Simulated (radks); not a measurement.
Results of a calculation; reference values are marked as such.
The mean radii <r> (bohr) of the occupied orbitals of an atom or ion are listed with their occupations. Level of theory: Dirac Kohn-Sham, PBE, spin-unpolarised, spherical densities, point nucleus (a radial shooting solver on a logarithmic mesh with Libxc functionals).

| orbital | occ. | <r> |
|---|---|---|
| 1s1/2 | 2 | 0.06643 |
| 2s1/2 | 2 | 0.3067 |
| 2p1/2 | 2 | 0.2706 |
| 2p3/2 | 4 | 0.2733 |
| 3s1/2 | 2 | 0.8551 |
| 3p1/2 | 2 | 0.8671 |
| 3p3/2 | 1 | 0.8722 |

Name the element and its charge. Open shells, if any, fill j = l - 1/2 first.

Answer. Z = 23, vanadium, charge +8: V8+ in [Ne] 3s2 3p3. The 1s radius gives Z: for a bare nucleus <r> = (2 gamma + 1)/(2Z) with gamma = sqrt(1 - (Z/c)^2), 0.0646 bohr for Z = 23, and screening makes it slightly larger (0.06643 here). The occupations add up to 15, and the charge is Z minus that.
